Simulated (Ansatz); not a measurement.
```yaml
crystal:
  periodic: [false, false, false]
  atoms:
    - {symbol: Si, position_ang: [-1.339047, 0.478535, -0.345996]}
    - {symbol: C, position_ang: [0.044103, -0.699620, 0.018598]}
    - {symbol: N, position_ang: [1.021857, -0.288211, 1.110183]}
    - {symbol: Al, position_ang: [1.863990, -0.215552, -0.385169]}
    - {symbol: H, position_ang: [-2.147139, 0.011836, -1.509092]}
    - {symbol: H, position_ang: [-2.269315, 0.678231, 0.807515]}
    - {symbol: H, position_ang: [-0.772998, 1.821502, -0.677090]}
    - {symbol: H, position_ang: [-0.242844, -1.755675, 0.040507]}
    - {symbol: H, position_ang: [0.704514, -0.167672, 2.055633]}
    - {symbol: H, position_ang: [3.220079, 0.085527, -1.112189]}
basis:
  gaussian: {orbitals: cc-pVDZ}
hamiltonian: {xc: {name: wB97M-V}, dispersion: d4}
output: {forces: true}
```

```sh
$ ansatz run in.yaml --threads 2 --pin off --events-out ev --progress --plain --max-ram 4352MiB
```

Task: How does Ansatz answer? (An estimate is asked.)

Result: Computed: The input was rejected before any iteration.
```
Error: invalid value for `hamiltonian.dispersion`: no damping is tabulated for this functional; type it, or the functional that lends it
```
